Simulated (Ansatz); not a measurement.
The same path of BClH2O + ClH (7 atoms, charge 0, multiplicity 1) was run twice with different band settings. Lost on the way: B1–H2, Cl6–H7. Made: B1–Cl6, H2–H7.

All numbers below come from Ansatz, RHF/def2-SVP.

Relaxed end points:

```xyz
7
Properties=species:S:1:pos:R:3
B 0.028 -0.608 -0.135
H 0.260 -1.197 0.876
O 0.941 -0.356 -1.067
H 1.812 -0.661 -0.861
Cl -1.636 -0.049 -0.425
Cl 0.193 2.567 1.825
H -0.853 2.254 1.172
```

```xyz
7
Properties=species:S:1:pos:R:3
B 0.184 0.588 -0.888
H -0.530 -0.186 3.452
O 1.348 -0.029 -1.036
H 1.326 -0.822 -1.552
Cl -1.294 -0.054 -1.629
Cl 0.114 2.072 0.056
H -0.403 0.381 2.982
```

Common settings: movable images 7; climbing image yes; spring 5.0 eV/Å²; optimiser quadratic models (default); force threshold 0.03 eV/Å; iteration limit 60; end points relaxed.

| run | start path |
| --- | --- |
| 1 | through a guess of the saddle point |
| 2 | straight line |

Question: What does each run give, and how far can it be trusted?

Answer: Run 1: converged after 49 iterations, highest image 2.053 eV above the first end. The profile has 2 maxima (images 1, 4) with wells between them (image 3): this band takes more than one step, which may be the mechanism or a detour left from its start path. A structure lower than the first end lies on the path between it and the top, so the climb from that side starts below the end, which may itself be a saddle point or a shallow side well. Neighbouring images differ by up to 2.1 eV, so the band resolves the path poorly. A vibrational analysis at the climbing image gives one clearly imaginary mode, 1306i cm⁻¹: a first-order saddle point.
Run 2: not converged after 60 iterations, highest image 0.666 eV above the first end. The band didn't meet its force threshold, so its energies are provisional: the largest band force was still 2.53 eV/Å, and over the last iterations the top moved between 0.25 and 0.67 eV. Neighbouring images lie up to 1.9 Å apart, so the band is torn or far too coarse. Inner images lie below an end point, which means an intermediate or an end that isn't the lowest structure nearby.
The orbitals stay closed-shell, which can raise the energy where a bond breaks towards radicals; this wasn't checked here.
